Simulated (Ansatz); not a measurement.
GeH3Se (`[GeH2][SeH]`) radical, one more setting.

```yaml
crystal:
  periodic: [false, false, false]
  atoms:
    - {symbol: Ge, position_ang: [-0.689492, -0.410779, 0.276227]}
    - {symbol: Se, position_ang: [0.635197, 1.451955, -0.274943]}
    - {symbol: H, position_ang: [0.167148, -1.698097, 0.171894]}
    - {symbol: H, position_ang: [-1.809085, -0.424334, -0.790830]}
    - {symbol: H, position_ang: [1.746332, 1.007556, 0.576252]}
basis:
  gaussian: {orbitals: STO-3G, fitting: {mean_field: def2-universal-jkfit}}
total_charge: -1
hamiltonian: {xc: {name: CAM-B3LYP}}
accuracy: high
scf: {lower_state_search: full}
output: {forces: true}
```

```sh
$ ansatz run in.yaml --threads 2 --pin off --events-out ev --progress --plain --max-ram 32768MiB --backend cpu
```

Output, abridged:

```
Functional definition: CAM-B3LYP
  name "CAM-B3LYP"
  cite "Yanai, Tew & Handy, Chem. Phys. Lett. 393, 51 (2004) doi:10.1016/j.cplett.2004.06.011"
  cite "Iikura, Tsuneda, Yanai & Hirao, J. Chem. Phys. 115, 3540 (2001) doi:10.1063/1.1383587"
  cite "Becke, Phys. Rev. A 38, 3098 (1988) doi:10.1103/PhysRevA.38.3098"
  cite "Lee, Yang & Parr, Phys. Rev. B 37, 785 (1988) doi:10.1103/PhysRevB.37.785"
  cite "Vosko, Wilk & Nusair, Can. J. Phys. 58, 1200 (1980) doi:10.1139/p80-159"
  parameter alpha = 0.19
  parameter beta = 0.46
  parameter omega = 0.33/bohr
  parameter ac = 0.81
  # Exact exchange under (alpha + beta erf(omega r))/r, Becke's under what is left of 1/r.
  exchange = (1 - alpha - beta)*b88_x + beta*b88_x_sr(omega) + alpha*exact_x + beta*exact_x_lr(omega)
  correlation = (1 - ac)*vwn5_c + ac*lyp_c
586 factors; integrals over basis functions are off by at most 1.8e-2 eV
586 factors; integrals over basis functions are off by at most 3.0e-9 eV
mean field evaluation 1: about -120537.7611 eV, gradient 8.7e0 eV
mean field evaluation 2: about -120537.7593 eV, gradient 8.7e0 eV
mean field evaluation 4: about -120538.1469 eV, gradient 5.4e-1 eV
mean field evaluation 8: about -120538.1489 eV, gradient 8.7e-3 eV
mean field evaluation 16: about -120538.1489 eV, gradient 7.2e-7 eV
mean field -120538.14889007 eV, -4429.6952680181 hartree, gradient 3.0e-8 eV, S^2 0.000000; 0 other end points of the search recorded, 0 dependent functions left out
the calculation of the forces begins
reference -120538.14890387 eV, -4429.6952685253 hartree; 35, 35 occupied and 4, 4 virtual orbitals, 586 factors
Total energy: -120538.14890387 eV, -4429.6952685253 hartree
Atom 0 at    -0.689492    -0.410779     0.276227 Å, force    -2.129456    -1.784396     1.719973 eV/Å
Atom 1 at     0.635197     1.451955    -0.274943 Å, force     0.918632    -0.389626    -0.636070 eV/Å
Atom 2 at     0.167148    -1.698097     0.171894 Å, force    -0.942997     2.113099    -1.440253 eV/Å
Atom 3 at    -1.809085    -0.424334    -0.790830 Å, force     2.601853    -0.228369     0.593550 eV/Å
Atom 4 at     1.746332     1.007556     0.576252 Å, force    -0.448032     0.289293    -0.237199 eV/Å
Dipole moment:     0.462956     0.251062    -0.272231 e Å
```

It took 2.3 s on 2 threads of a server CPU on a shared host, with 0.23 GiB of host memory at the peak.
